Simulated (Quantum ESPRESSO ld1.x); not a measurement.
Results of a calculation; reference values are marked as such.
Problem. These are the eigenvalues of the occupied orbitals of an atom or ion with whole-number occupations (eV). Level of theory: non-relativistic Kohn-Sham, LDA (Slater exchange, VWN5 correlation), spin-polarised, spherical densities, point nucleus (ld1.x of Quantum ESPRESSO 7.5).

1s: -86430.3
2s: -20989.2

Which element is it, and in what charge state? The configuration may be excited. Open shells, if any, are filled with parallel spins first.

Solution. Z = 81, thallium, charge +77: Tl77+ in [He] 2s2. The 1s level, -3176.3 hartree, gives Z - s = 79.7 by -(Z - s)^2/2, which with screening narrows Z to a few neighbours, and with so few levels the electron count can be read from the list.
